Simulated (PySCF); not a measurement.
A GIAO shielding run with PySCF 2.14.0 with density-fitted response routines (density fitting, non-relativistic, gas phase) on SMILES OB(O)[C@@H]1CCN([SiH3])C1, C4H12BNO2Si:

```
$ OMP_NUM_THREADS=1 python probes_run.py task.json out

{"job": {"kind": "nmr", "xc": "HF", "basis": "pcSseg-1", "pop": false}, "charge": 0, "multiplicity": 1}
O      2.766082     1.518620     0.919686
B      2.067490     0.355803     1.102473
O      2.741146    -0.703427     1.620552
C      0.544018     0.214780     0.708874
C     -0.091389    -1.180556     0.887857
C     -0.890681    -1.425255    -0.411978
N     -0.986296    -0.134041    -1.072669
Si    -2.482431     0.690546    -1.355494
C      0.255042     0.547457    -0.774079
H      2.232984     2.228658     0.552557
H      3.663058    -0.481365     1.795279
H     -0.026861     0.942900     1.314857
H     -0.746389    -1.198231     1.771141
H      0.670891    -1.957864     1.039545
H     -1.886001    -1.860888    -0.233983
H     -0.342334    -2.136910    -1.058580
H     -2.230306     1.796199    -2.328992
H     -3.460468    -0.288289    -1.917131
H     -3.121808     1.311849    -0.140941
H      1.065181     0.155531    -1.422877
H      0.182547     1.628825    -0.975923
```

Hardware: 1 thread of an Arm Neoverse N1, shared host. The job also computes ring-centre shieldings.

Task: How large is the calculation?

Result: 78 electrons, 220 basis functions and 1155 auxiliary functions.

Task: How long does it take, and how much memory does it need?

Result: 42 s of wall time, with 10 SCF cycles and 7 response iterations; peak memory 0.99 GiB. Times on a shared host scatter by some tens of per cent.

Task: And these other runs on the same molecule and hardware: GIAO shielding at PBE0/pcSseg-1?

Result: PBE0/pcSseg-1: 220 functions, 80 s.
